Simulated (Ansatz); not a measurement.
Stepwise reaction of `C=[CH][In]([Cl])[Cl]` with hydrogen fluoride, as a gas-phase model of exchange steps in deposition or etching. ΔE in kJ/mol.

Program: Ansatz. Geometries: PBE0-D4/def2-TZVP. ΔE: electronic, gas phase. CCSD(T)/CBS adds triple-zeta CCSD(T) − MP2 to the extrapolated MP2 energy (def2 sets, frozen cores). This one scheme is used for every species. DFT in def2-TZVPP. B3LYP here is the variant with VWN-RPA as its local correlation; programs differ in this. Elements past krypton have def2 core potentials. For In outer-core shells are correlated without core-valence functions, which leaves a few kJ/mol of doubt a bond. Each species was taken in one conformer, which may not be the lowest.

```json
{"step": "1", "reaction": "`C=[CH][In]([Cl])[Cl]` + H–F → `C=[CH][In]([F])[Cl]` + HCl", "PBE-D4": "52.4", "B3LYP-D4": "54.0", "ωB97M-V": "55.7", "CCSD(T)/CBS": "59.9"}
{"step": "2", "reaction": "`C=[CH][In]([F])[Cl]` + H–F → `C=[CH][In]([F])[F]` + HCl", "PBE-D4": "53.4", "B3LYP-D4": "54.7", "ωB97M-V": "56.8", "CCSD(T)/CBS": "60.5"}
```

Q: By hand: ΔE of the 2 steps together at CCSD(T)/CBS.

A: (59.9) + (60.5) = 120.4 kJ/mol, or 60.2 kJ/mol a step.

In ΔE the steps differ by no more than 0.6 kJ/mol. All are uphill at CCSD(T)/CBS. PBE-D4 differs from CCSD(T)/CBS by -7.5 to -7.1 kJ/mol a step. Isolated molecules leave out the surface, adducts and barriers. Largest T1 diagnostic: 0.016.
